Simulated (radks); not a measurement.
Results of a calculation; reference values are marked as such.
Problem. These are the eigenvalues of the occupied orbitals of an atom or ion with whole-number occupations (eV). Level of theory: scalar-relativistic Kohn-Sham, PBE, spin-polarised, spherical densities, finite nucleus; Fermi nuclear charge, rms radius of each element as measured or else 0.836 A^(1/3) + 0.57 fm (a radial shooting solver on a logarithmic mesh with Libxc functionals).

1s up: -1948.520
1s down: -1944.805
2s up: -274.3544
2s down: -266.9028
2p up: -234.0529
2p down: -225.7115

Which element is it, and in what charge state? The configuration may be excited. Open shells, if any, are filled with parallel spins first.

Solution. Z = 14, silicon, charge +6: Si6+ in [He] 2s2 2p4. The list shows which subshells hold electrons but not how many an open one holds; the 1s level, -71.607 hartree, gives Z - s = 12.0 by -(Z - s)^2/2, which with screening and relativity narrows Z to a few neighbours, and the depths of the outer levels then fix element, charge and occupations together.
